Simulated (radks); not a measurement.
Fractional charge and spin in the 3p shell of cobalt: the spin-up occupation runs from 2 to 3 and the spin-down occupation from 2 to 3; the fullest corner is Co2+, [Ne] 3s2 3d(up 3.5, down 3.5) 3p(up 3, down 3). Method: scalar-relativistic Kohn-Sham, PBE, spin-polarised, spherical densities, point nucleus; computed with a radial shooting solver on a logarithmic mesh with Libxc functionals. Energy (eV) minus the two flat planes that join the four corners (they meet along the diagonal where the two added fractions sum to one electron); zero is where a piecewise linear energy would lie.

| down \ up | 2 | 2.25 | 2.5 | 2.75 | 3 |
|---|---|---|---|---|---|
| 2 | 0.000 | -2.031 | -2.690 | -2.004 | 0.000 |
| 2.25 | -2.031 | -2.594 | -1.813 | 0.283 | -1.831 |
| 2.5 | -2.690 | -1.813 | 0.378 | -1.644 | -2.417 |
| 2.75 | -2.004 | 0.283 | -1.644 | -2.325 | -1.793 |
| 3 | 0.000 | -1.831 | -2.417 | -1.793 | 0.000 |

Corners above the fullest one (they belong to Co3+ and the next ion): (up 3, down 2) 94.163 eV, (up 2, down 3) 94.163 eV, (up 2, down 2) 210.31 eV. With half an added electron in each spin the energy lies 0.378 eV from the planes, and with half an added electron in spin up alone -2.690 eV. The planes are only a guide here: the flat-plane condition holds for ground states with one frontier orbital, while this shell lies below other occupied shells, so the corners above the fullest one are inner-hole states and not the ground states of those ions.
